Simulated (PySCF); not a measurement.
## How the method moves the HOMO and LUMO of `C#C[Si@@H](O)C(=C)F`

C4H5FOSi.
Structure used (PBE0-D3(BJ)/def2-SVP), in Å, numbered top down from 1:
```
atom  x, y, z in Å
C1     2.6445   -1.3262    0.0820
C2     1.7453   -0.5063    0.1029
Si3    0.3827    0.7215    0.1066
O4     0.6629    1.8677   -1.0604
C5    -1.2239   -0.2167   -0.1694
C6    -2.2788   -0.1941    0.6448
F7    -1.2635   -0.9473   -1.2998
H8     3.4370   -2.0534    0.0667
H9     0.2815    1.4262    1.4071
H10    1.0828    1.5633   -1.8702
H11   -2.2466    0.4037    1.5573
H12   -3.1841   -0.7665    0.4231
```

Basis pcSseg-1 throughout (PySCF), one geometry. Geometry: PBE0-D3(BJ)/def2-SVP, one conformer, isolated molecule.

How do the orbital energies, the gap and the dipole change with the method?

```csv
method,kind,HOMO (eV),LUMO (eV),gap (eV),μ (D),SCF cycles
PBE,GGA,-6.54,-1.81,4.73,1.10,17
KT3,GGA,-6.55,-1.77,4.78,1.06,17
KT2,GGA,-6.57,-1.86,4.71,1.08,17
LDA,LDA,-6.75,-2.07,4.69,1.13,17
B97-2,global hybrid,-7.53,-0.93,6.60,1.18,15
PBE0,global hybrid,-7.80,-0.91,6.89,1.19,15
wB97X-D,range-separated hybrid,-9.68,0.86,10.54,1.23,14
HF,Hartree–Fock,-10.43,2.74,13.17,1.42,13
```

The HOMO spans 3.89 eV, from PBE down to HF, and the gap runs from 4.69 eV (LDA) to 13.17 eV (HF). Over the methods PBE (0 %), KT3 (0 %), KT2 (0 %), LDA (0 %), B97-2 (21 %), PBE0 (25 %), HF (100 %), a straight line through the gap against the share of exact exchange rises by 0.85 eV for each 10 % (correlation coefficient 1.000). The dipole ranges from 1.06 D (KT3) to 1.42 D (HF). This basis has no diffuse functions.
